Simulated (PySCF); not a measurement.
Work out the structure from these simulated measurements.

Formula: C6H13F.

- 1H NMR: chemical shifts (computed TMS as zero) by class: 4.43 (2 H), 1.37 (2 H), 1.23 (1 H), 1.17 (2 H), 0.92 (6 H) ppm [GIAO PBE0/pcSseg-1]
- Dipole: 1.80 D [CAM-B3LYP/def2-SVPD]
- UV, strongest line: among the 10 lowest singlet transitions: S10 at 9.60 eV (129 nm, f = 0.101) [TDDFT CAM-B3LYP/def2-SVPD]
- Rotational structure: rotational constants A, B, C: 5.196, 1.146, 0.996 GHz [PBE0-D3(BJ)/def2-SVP]
- NMR, other nuclei: isotropic shieldings of nuclei other than C and H, by class: 421 (1 F) ppm [GIAO PBE0/pcSseg-1]
- UV, first state: lowest singlet excitation: 8.85 eV (140 nm, f = 0.033) [TDDFT CAM-B3LYP/def2-SVPD]
- XPS: C1s 290.4, C1s 290.4 (×2), C1s 290.5, C1s 290.7, C1s 292.9, F1s 692.2 eV [ΔSCF SCAN, pcX-2 on the ionised atom, pcseg-1 elsewhere, spin-free X2C]
- Couplings: largest of the computed one-bond spin–spin couplings (means over like bonds): 19F–13C -233.1, 13C–1H +152.3 (×2), 13C–1H +131.3 (×6), 13C–1H +130.1 (×2), 13C–1H +129.3 (×2), 13C–1H +129.0, 13C–13C +40.1, 13C–13C +37.4 Hz [B3LYP/pcJ-1, spin–dipole term left out for some pairs]
- Polarisability: 76.0 au [CAM-B3LYP/def2-SVPD]
- 13C NMR: chemical shifts (computed TMS as zero) by class: 84.1 (1 C), 36.4 (1 C), 32.7 (1 C), 30.8 (1 C), 24.0 (2 C) ppm [GIAO PBE0/pcSseg-1]

Gas-phase values; electronic properties from PySCF, density fitting. Levels stand in brackets. The structure is a single PBE0-D3(BJ)/def2-SVP conformer in the gas phase; no vibrational or solvent corrections. NMR values are class means; diastereotopic atoms form classes of their own.

Task: What is the compound? Reason from the data.

Result: Numbering: `[CH3:1][CH:2]([CH3:3])[CH2:4][CH2:5][CH2:6][F:7]`. Its formula, C6H13F, gives 0 degrees of unsaturation, so no ring and no π bond. 6 carbons fall into 5 classes; from least to most shielded: sp3 C–F carbon [C6] (84.1 ppm), chain CH2 carbon [C4] (36.4 ppm), chain CH2 carbon [C5] (32.7 ppm), sp3 CH carbon [C2] (30.8 ppm), methyl carbon [C1/C3] (24.0 ppm, 2 C, up to 4.3 ppm apart in this geometry). Hydrogen classes from least to most shielded: 2 H on an sp3 C–F carbon, C6 (4.43 ppm), 2 H on a chain CH2 carbon, C5 (1.37 ppm), 1 H on an sp3 CH carbon, C2 (1.23 ppm), 2 H on a chain CH2 carbon, C4 (1.17 ppm, a mean of values up to 1.2 ppm apart in this geometry), 6 H on 2 methyl carbons, C1/C3 (0.92 ppm, a mean of values up to 0.9 ppm apart in this geometry). The other shieldings belong to: 421 ppm, alkyl fluorine [F7]. The couplings run between: -233.1 Hz, alkyl fluorine [F7] and sp3 C–F carbon [C6]; +152.3 Hz, sp3 C–F carbon [C6] and its hydrogen (with 1 like pair); +131.3 Hz, methyl carbon [C1] and its hydrogen (with 5 like pairs); +130.1 Hz, chain CH2 carbon [C4] and its hydrogen (with 1 like pair); +129.3 Hz, chain CH2 carbon [C5] and its hydrogen (with 1 like pair); +129.0 Hz, sp3 CH carbon [C2] and its hydrogen; +40.1 Hz, chain CH2 carbon [C5] and sp3 C–F carbon [C6]; +37.4 Hz, chain CH2 carbon [C4] and chain CH2 carbon [C5]. The core levels belong to: C1s 290.4 eV, chain CH2 carbon [C4]; C1s 290.4 eV, methyl carbon [C1/C3]; C1s 290.5 eV, sp3 CH carbon [C2]; C1s 290.7 eV, chain CH2 carbon [C5]; C1s 292.9 eV, sp3 C–F carbon [C6]; F1s 692.2 eV, alkyl fluorine [F7]. One atom of each topological class was ionised and stands for its class. The optimised geometry has point group C1 and is an asymmetric top. Structure: `CC(CCCF)C`. Computed isomers that give other values at the same levels: `CCCCCCF` (13C chemical shifts (computed TMS as zero) by class: 84.3 (1 C), 36.1 (1 C), 34.9 (1 C), 29.8 (1 C), 27.1 (1 C), 16.6 (1 C) ppm); `CCC(C)(F)CC` (rotational constant A: 2.683 GHz; this holds for the one conformer computed). The assignments are read from this structure; whether some other isomer fits the data as well wasn't checked.

Shape of the structure used: `[CH3:1][CH:2]([CH3:3])[CH2:4][CH2:5][CH2:6][F:7]`: C1–C2–C4–C5 -61°, C2–C4–C5–C6 -172°, C4–C5–C6–F7 62°.
